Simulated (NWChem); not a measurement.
BeHSCl; SMILES [SH][Be][Cl]

```xyz
4

Be     0.0174    -0.0043     0.0000
Cl    -0.0563    -1.8177     0.0000
S      0.1156     1.8938     0.0000
H     -1.2331     2.0159     0.0000
```
Atoms are numbered in this order, from 1.

Level: PBE0/def2-SVP (NWChem), optimised geometry, unscaled harmonic frequencies. 

```
frequency (cm⁻¹)  IR intensity (km/mol)
----------------  ---------------------
203                                34.8
222                                27.0
369                                 0.4
642                                 3.3
1106                              316.8
2699                                1.6
```

| Property | Result |
|---|---|
| zero-point energy | 7.5 kcal/mol |
| thermal correction to the enthalpy at 298.15 K (with zero-point energy) | 10.9 kcal/mol |
| heat capacity Cv | 12.4 cal/(mol K) |
| entropy at 298.15 K and 1 atm (symmetry number 1) | 67.5 cal/(mol K) |
| dipole moment | 1.06 D |

Rigid rotor and harmonic oscillator.
